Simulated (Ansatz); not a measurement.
Basis-set series for C$_{2}$H$_{8}$AlFSi, SMILES `[CH3][AlH][SiH2]CF`. Total charge 0; spin multiplicity 1. All single points use the PBE0-D4/def2-TZVP geometry. It is one conformer, not always the lowest.

```tsv
functional	basis	functions	energy (Eh)	HOMO (eV)	LUMO (eV)
PBE0-D4	def2-SVP	118	-712.04860	-6.92	-0.42
PBE0-D4	def2-TZVPP	289	-712.44408	-6.91	-0.64
ωB97M-V	def2-SVP	118	-712.34771	-8.91	1.36
ωB97M-V	def2-TZVPP	289	-712.75159	-8.92	1.01
```

Question: Give the rows for def2-QZVPP. (An estimate is asked.)

Answer: The calculation gave: 
| functional | basis | functions | energy (Eh) | HOMO (eV) | LUMO (eV) |
| --- | --- | --- | --- | --- | --- |
| PBE0-D4 | def2-QZVPP | 551 | -712.47111 | -6.91 | -0.72 |
| ωB97M-V | def2-QZVPP | 551 | -712.77740 | -8.93 | 0.69 |

Positive LUMOs are unbound and depend on the basis.

Results of the Gaussian-basis code of Ansatz.
